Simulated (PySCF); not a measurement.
A PySCF script (with the pyscf-properties extension) for the NMR shieldings of `O(CN=C)C[Si@@H](C)[SiH3]`, C4H13NOSi2, on a GFN2-xTB geometry:

```python
import basis_set_exchange as bse
import numpy as np
from pyscf import gto, dft
from pyscf.prop import nmr

atoms = """
C     2.954629    0.657102    0.648291
N     3.043225    1.088753   -0.523677
C     2.184540    0.620143   -1.565988
O     1.072244   -0.145366   -1.194394
C    -0.033544    0.610963   -0.728939
Si   -1.369023   -0.682311   -0.267187
C    -0.627276   -1.782049    1.101888
Si   -3.315574    0.369627    0.433074
H     3.640392    1.050541    1.384365
H     2.236799   -0.095134    0.983185
H     1.876080    1.508806   -2.140868
H     2.798365   -0.012168   -2.219887
H     0.255506    1.239614    0.123163
H    -0.373548    1.291651   -1.521802
H    -1.525716   -1.513002   -1.473943
H    -0.492450   -1.230054    2.029772
H    -1.273888   -2.627878    1.318346
H     0.341569   -2.175464    0.805371
H    -4.343786   -0.611816    0.788892
H    -3.916897    1.241216   -0.581020
H    -3.140567    1.213768    1.621618
"""
names = dict.fromkeys(["C", "N", "O", "Si", "H"], "pcSseg-1")
basis = {el: gto.basis.parse(bse.get_basis(n, elements=[el], fmt="nwchem")) for el, n in names.items()}
mol = gto.M(atom=atoms, basis=basis, charge=0, verbose=0)
mf = dft.RKS(mol, xc="PBE0")
mf.grids.level = 2
mf.grids.alignment = dft.numint.BLKSIZE   # the property module wants whole blocks of grid points
mf.conv_tol = 1e-9
mf.kernel()

calc = nmr.RKS(mf)   # GIAO
C = mf.mo_coeff
Co = C[:, mf.mo_occ > 0]
resp = mf.gen_response(singlet=True, hermi=2)
def vind(x):   # induced exchange potential for any number of trial vectors
    d = np.einsum("pi,xij,qj->xpq", C, 2 * x.reshape(-1, C.shape[1], Co.shape[1]), Co, optimize=True)
    return np.einsum("xpq,pi,qj->xij", resp(d - d.transpose(0, 2, 1)), C, Co, optimize=True).ravel()
mo1, _ = nmr.rhf.solve_mo1(calc, with_cphf=vind)
sigma = calc.kernel(mo1)
for i, s in enumerate(sigma):   # ppm
    w = np.linalg.eigvalsh((s + s.T) / 2)
    print("%2d %-2s iso %8.1f  s11 %8.1f  s22 %8.1f  s33 %8.1f" % (i, mol.atom_pure_symbol(i), w.mean(), *w))
```

Question: What are the results?

Answer: 
```
 0 C  iso     35.2  s11    -69.7  s22     30.7  s33    144.7
 1 N  iso   -130.8  s11   -481.0  s22   -151.1  s33    239.8
 2 C  iso     93.3  s11     69.3  s22     82.3  s33    128.3
 3 O  iso    304.0  s11    274.3  s22    305.0  s33    332.6
 4 C  iso    125.9  s11     83.3  s22    114.1  s33    180.4
 5 Si iso    391.8  s11    358.0  s22    401.3  s33    416.0
 6 C  iso    193.6  s11    188.6  s22    192.5  s33    199.7
 7 Si iso    471.3  s11    458.3  s22    469.5  s33    486.1
 8 H  iso     24.2  s11     22.6  s22     24.9  s33     25.2
 9 H  iso     23.9  s11     21.3  s22     24.2  s33     26.3
10 H  iso     26.3  s11     22.2  s22     25.2  s33     31.6
11 H  iso     26.0  s11     22.0  s22     24.4  s33     31.6
12 H  iso     28.4  s11     24.0  s22     28.7  s33     32.4
13 H  iso     28.6  s11     24.1  s22     28.6  s33     33.1
14 H  iso     27.2  s11     24.3  s22     25.2  s33     32.2
15 H  iso     31.7  s11     28.0  s22     28.7  s33     38.3
16 H  iso     31.6  s11     26.7  s22     28.4  s33     39.6
17 H  iso     30.8  s11     25.4  s22     29.5  s33     37.4
18 H  iso     28.4  s11     24.9  s22     26.1  s33     34.2
19 H  iso     28.4  s11     24.8  s22     26.2  s33     34.3
20 H  iso     28.5  s11     25.1  s22     26.7  s33     33.7
```

These numbers come from an equivalent density-fitted implementation of the same equations, which agrees with the script to about 0.01 ppm for H and up to a few tenths of a ppm for heavy atoms, so last digits may differ.

Question: Turn these shieldings into chemical shifts. Chemical shifts δ = σref − σ; TMS for ¹³C (σ = 186.93 ppm), ²⁹Si (σ = 349.16 ppm), ¹H (σ = 31.72 ppm); ¹⁵N (σ = 267.73 ppm) vs NH3; ¹⁷O (σ = 336.08 ppm) vs H2O, all at this level.

Answer: Averaging equivalent atoms: C 0: 151.7; C 2: 93.6; C 4: 61.0; C 6: -6.7; N 1: 398.5; O 3: 32.1; Si 5: -42.6; Si 7: -122.2; H 9: 7.81; H 8: 7.51; H 11: 5.70; H 10: 5.38; H 14: 4.47; H 12: 3.34; H 18/19/20: 3.27; H 13: 3.12; H 15/16/17: 0.37 ppm. Experimental scales use liquid or dissolved standards, which lie at an offset from isolated NH3 (liquid NH3: subtract about 20 ppm) and H2O (liquid H2O: subtract about 36 ppm). Unscaled 15N shifts of sp2 nitrogen come out 20 to 40 ppm too high even then.

Size and cost of the density-fitted run: 215 basis functions, 81 s wall time on 1 thread of an Arm Neoverse N1, shared host; peak memory 0.88 GiB.
